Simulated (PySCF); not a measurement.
Species: C5H15NSi2.
Numbering: `[CH3:1][CH2:2][C@@H:3]1[CH2:4][C@@:5]1([SiH3:6])[NH:7][SiH3:8]`

Cartesian coordinates in Å at the GFN2-xTB level; atoms count from 1:
```
atom  x, y, z in Å
C1     2.4952   -1.6503    0.1547
C2     1.2985   -0.9023    0.7363
C3     0.4512   -0.2960   -0.3566
C4     0.7400    1.0716   -0.8900
C5    -0.5218    0.8161   -0.0905
Si6   -0.7356    1.5611    1.6371
N7    -1.7732    0.7925   -0.7961
Si8   -2.4577   -0.4963   -1.6971
H9     2.1619   -2.4601   -0.4911
H10    3.1118   -0.9750   -0.4346
H11    3.1060   -2.0734    0.9489
H12    1.6530   -0.1176    1.4066
H13    0.6884   -1.5927    1.3246
H14    0.1330   -1.0272   -1.0918
H15    1.5297    1.6474   -0.4291
H16    0.6364    1.2385   -1.9530
H17   -1.3253    0.5642    2.5297
H18    0.5499    2.0206    2.1714
H19   -1.6297    2.7154    1.5123
H20   -2.0910    1.7260   -1.0103
H21   -1.7422   -0.8517   -2.9371
H22   -3.7906   -0.0065   -2.0424
H23   -2.4928   -1.6775   -0.8325
```

Probes without a nucleus sit at each ring's centroid and 1 Å off its mean plane on both sides; NICS is minus the shielding there, NICSzz its component along the normal. Level: GIAO PBE0/pcSseg-1 (PySCF, non-relativistic, gas phase) on the GFN2-xTB geometry, one conformer.

Ring bond lengths (Å), with Mayer bond orders in brackets: C3–C4 1.496 (0.92), C4–C5 1.515 (0.92), C5–C3 1.501 (0.92).

Q: What do the NICS probes read (ppm)?

A: 
| ring | type | NICS(0) | NICS(1), two faces | NICS(1)zz, two faces | rms pucker (Å) | centre to ring atoms, mean (Å) |
| --- | --- | --- | --- | --- | --- | --- |
| C3–C4–C5 | 3-membered carbocycle; formal bonds all single | -43.3 | -7.4 / -9.4 | -20.1 / -22.6 | 0.00 | 0.87 |

Q: What do they say, and how far can they be read as aromaticity?

A: 
- C3–C4–C5: mean NICS(1)zz -21.4 ppm, shielded. C3, C4, C5 have four or more neighbours; no verdict on aromaticity is drawn. NICS(0) lies 35 ppm below the mean NICS(1).

Q: What is the mean of the two in-plane components of NICS at the second NICS(1) probe listed for ring C3–C4–C5, 1 Å off the ring?

A: The isotropic value is a third of the trace: (3 × -9.4 − (-22.6))/2 = -2.8 ppm.

The run took 86 s on one thread, Arm Neoverse N1 (aarch64), shared host with 64 logical CPUs at a one-minute load of 56, and the process peaked at 1.1 GiB of memory. This is the whole shielding run at PBE0/pcSseg-1, SCF included.
